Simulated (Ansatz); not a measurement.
A nudged elastic band was laid between two geometries of H3P + H4Sn (9 atoms, charge 0, multiplicity 1).

Computed with Ansatz 0.2.0, RKS PBE0-D4/def2-SVP.

```yaml
movable_images: 5
climbing_image: yes
spring: 5.0 eV/Å²
optimiser: quadratic models (default)
start_path: through a guess of the saddle point
force_threshold: 0.05 eV/Å
iteration_limit: 60
end_points: relaxed
```

First end point:

```xyz
9
Properties=species:S:1:pos:R:3
Sn 0.514 -0.079 -0.185
H 0.849 -0.151 1.492
H 1.973 0.144 -1.052
H -0.543 1.230 -0.495
H -0.228 -1.539 -0.679
P -3.443 0.210 1.547
H -2.964 -0.628 0.494
H -3.721 -0.899 2.404
H -2.138 0.402 2.094
```

Last end point:

```xyz
9
Properties=species:S:1:pos:R:3
Sn -0.596 -0.189 -0.631
H 0.173 0.363 3.419
H 0.885 -0.029 0.214
H -0.730 1.061 -1.794
H -0.643 -1.711 -1.420
P -2.485 0.085 1.018
H -3.475 -0.315 0.067
H -2.335 -1.240 1.534
H -0.496 0.663 3.213
```

Problem. What changes between the two ends?

Solution. Bonds broken: Sn1–H2, P6–H9. Bonds formed: Sn1–P6, H2–H9. H3P + H4Sn becomes H2 + H5PSn.

Problem. What energy profile does the band end with?

Solution. The run converged. The highest image is number 3 of 0 to 6, 2.66 eV above the first end and 2.78 eV above the last; the last end lies 0.13 eV below the first. Neighbouring images differ by up to 2.7 eV, so the band resolves the path poorly. A vibrational analysis at the climbing image gives one clearly imaginary mode, 1650i cm⁻¹: a first-order saddle point. The orbitals stay closed-shell, which can raise the energy where a bond breaks towards radicals; this wasn't checked here.

```
image  path coordinate (Å)  energy (eV)  Sn1–H2 (Å)  P6–H9 (Å)  Sn1–P6 (Å)
    0                 0.00         0.00        1.71       1.43        4.33
    1                 2.05         0.00        1.71       1.43        4.50
    2                 4.11         0.02        1.71       1.43        3.95
    3                 6.16         2.66        2.02       1.94        2.92
    4                 8.49        -0.06        3.52       3.11        2.53
    5                10.82        -0.09        3.90       4.22        2.53
    6                13.15        -0.13        4.16       3.02        2.52
```

Problem. What is the geometry of the highest image?

Solution. 
```xyz
9
Properties=species:S:1:pos:R:3
Sn -0.145 0.104 -0.170
H -0.144 -0.643 1.710
H 1.585 0.117 0.045
H -0.606 1.734 -0.415
H -0.543 -1.142 -1.260
P -2.890 -0.149 0.791
H -2.964 -1.428 1.428
H -2.886 0.582 2.021
H -1.107 -0.487 1.469
```

The band took 28 iterations and of the order of 9 core-minutes.

Run time: 9 min on 1 thread of AMD EPYC 7R43 64-Core Processor (Zen 3), with other jobs on the host, peak memory 0.18 GiB.
